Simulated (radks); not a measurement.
Values are calculated unless marked as measured or tabulated.
Problem. The arsenic ion As3+, [Ar] 3d10 4s2. Code: a radial shooting solver on a logarithmic mesh with Libxc functionals. Model: non-relativistic Kohn-Sham, r2SCAN, spin-polarised, spherical densities, point nucleus; meta-GGA in the generalised Kohn-Sham scheme. Every spin shell is full or empty, so the densities are truly spherical. Functionals are evaluated on that one density, not self-consistently. Rank these exchange functionals by their error against the exact value of the orbitals, and give that value: LDA, B88, OPTX, AM05, G96, APBE, SCAN, r2SCAN, TASK.

Solution. Exact: -80.5246 hartree. From best to worst, with 100 (|E| - |E exact|)/|E exact| (equal figures are ties): r2SCAN +0.06, B88 +0.19, SCAN +0.32, G96 +0.44, APBE +0.58, OPTX +0.93, TASK -2.46, AM05 -5.15, LDA -5.66.
